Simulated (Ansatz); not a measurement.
Species: sum formula SiBrCl, charge 0, multiplicity 1. 
Geometry from a B3LYP-D3(BJ)/def2-TZVP (Ansatz, an electronic-structure program) optimisation:
```xyz
3

Si     0.3791     0.3746     1.0903
Cl     1.1144     1.8306    -0.2184
Br    -0.6929    -1.0390    -0.3300
```

Wanted: vertical triplet-singlet gap (E(triplet) - E(singlet); each state is the SCF solution reached for its spin; for the singlet the Hartree-Fock reference is unstable and T1 is 0.014), in kJ/mol. Correlated levels leave the core frozen unless marked. Open shells are spin-unrestricted. Spin-orbit coupling is left out. The frozen core is the preceding noble-gas configuration, with the filled d and f shells of earlier blocks. Non-relativistic. CBS marks a two-point X^-3 extrapolation of the correlation energy; Hartree-Fock from the larger set. The bracket is a focal-point correction in the basis named.

RI-MP2/CBS(def2-TZVPPD,def2-QZVPPD)+[CCSD(T)-MP2]/def2-TZVPPD (Ansatz) gives 232.1 kJ/mol.

Problem. Another calculation gave 226.9 kJ/mol. Which level was it?
A. B2PLYP/def2-TZVPD (Ansatz)
B. wB97M-V/def2-TZVPD (Ansatz)
C. PBE/def2-TZVPD (Ansatz)
D. r2SCAN/def2-TZVPD (Ansatz)

Solution. A, B2PLYP/def2-TZVPD (Ansatz). The others give 193.7 (r2SCAN), 214.8 (PBE), 249.5 (wB97M-V) kJ/mol.
